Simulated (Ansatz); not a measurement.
Zr2(Cl)8 (Zr₂Cl₈): single points at one geometry.

```yaml
crystal:
  periodic: [false, false, false]
  atoms:
    - {symbol: Zr, position_ang: [-1.086006, -0.498972, -1.246836]}
    - {symbol: Cl, position_ang: [-3.343840, -0.026976, -1.469389]}
    - {symbol: Cl, position_ang: [-0.093435, 0.558831, -3.081793]}
    - {symbol: Cl, position_ang: [-0.928728, -2.736149, -1.869808]}
    - {symbol: Cl, position_ang: [-0.985075, -1.070774, 1.259366]}
    - {symbol: Zr, position_ang: [1.102893, 0.552676, 1.450928]}
    - {symbol: Cl, position_ang: [1.933882, -0.748701, -0.352109]}
    - {symbol: Cl, position_ang: [1.288639, -0.211790, 3.653645]}
    - {symbol: Cl, position_ang: [2.621476, 2.319067, 1.551447]}
    - {symbol: Cl, position_ang: [-0.509816, 1.862767, 0.104560]}
basis:
  gaussian: {orbitals: def2-TZVP, initial_orbitals: start.molden}
hamiltonian: {xc: {name: BLYP}, dispersion: d4}
scf: {omitted_lower_state_checks: [starts]}
output: {orbitals: {seedname: orbitals}}
```

The file start.molden holds the orbitals of an earlier run on this structure, at another level or in another basis.

```sh
$ ansatz run in.yaml --threads 2 --pin off --events-out ev --progress --plain --max-ram 32768MiB --backend cuda --devices 0, --max-vram 18GiB
```

Shortened log:

```
Functional definition: BLYP
2690 factors; their error is unknown
mean field evaluation 1: about -102760.3285 eV, gradient 3.0e1 eV
mean field evaluation 2: about -102760.8977 eV, gradient 7.1e-1 eV
mean field evaluation 4: about -102760.8867 eV, gradient 5.3e-2 eV
mean field -102760.88671153 eV, -3776.3929328181 hartree, gradient 4.7e-5 eV, S^2 0.000000; 0 other end points of the search recorded, 0 dependent functions left out
reference -102760.88726247 eV, -3776.3929530648 hartree; 80, 80 occupied and 296, 296 virtual orbitals, 2690 factors
Total energy: -102762.39705414 eV, -3776.4484368852 hartree
Checks for a lower state left out: starts
```

It took 14 s on 2 threads of AMD EPYC 7R13 on a shared host and a share (18 GiB) of an NVIDIA H100 80GB HBM3, peak host memory 0.91 GiB.

As the first input, with `gaussian: {orbitals: def2-SVP, initial_orbitals: start.molden}`, `hamiltonian: {xc: pbe0, dispersion: d4}` (abridged; 14 s, on the CPU threads alone):

```
Functional definition: PBE0
mean field -102695.24273817 eV, -3773.9805612922 hartree, gradient 3.9e-5 eV, S^2 0.000000
Total energy: -102695.91712588 eV, -3774.0053445831 hartree
Checks for a lower state left out: starts
```

The first input with `hamiltonian: {xc: r2scan, dispersion: d4}`, `output: {forces: true, orbitals: {seedname: orbitals}}` (abridged; 13 s):

```
Functional definition: r2SCAN
mean field -102758.60769201 eV, -3776.3091803954 hartree, gradient 1.7e-5 eV, S^2 0.000000
Total energy: -102758.79713606 eV, -3776.3161423359 hartree
Atom 0 force     0.009972     0.037345     0.114866 eV/Å
Atom 1 force     0.097890    -0.016827     0.012123 eV/Å
Atom 2 force    -0.025231    -0.030033     0.062719 eV/Å
Atom 3 force     0.004909     0.073917     0.027707 eV/Å
Atom 4 force     0.033091     0.051388    -0.092531 eV/Å
Atom 5 force    -0.083815    -0.053305    -0.195974 eV/Å
Atom 6 force    -0.050414     0.069143     0.107270 eV/Å
Atom 7 force    -0.010717     0.022462    -0.076045 eV/Å
Atom 8 force    -0.034454    -0.041193    -0.001153 eV/Å
Atom 9 force     0.058769    -0.112897     0.041018 eV/Å
Dipole moment:     0.058270     0.094460     0.262747 e Å
Checks for a lower state left out: starts
```

The first input with `hamiltonian: {xc: {name: B3LYP}, dispersion: d4}` (abridged; 14 s):

```
Functional definition: B3LYP
mean field -102766.94392097 eV, -3776.6155311592 hartree, gradient 2.3e-5 eV, S^2 0.000000
Total energy: -102768.17805852 eV, -3776.6608848776 hartree
Checks for a lower state left out: starts
```

Geometry: r2SCAN-D4/def2-SVP.

In the def2 sets Zr takes a core potential; there is no spin–orbit coupling. B3LYP takes the VWN-RPA correlation.
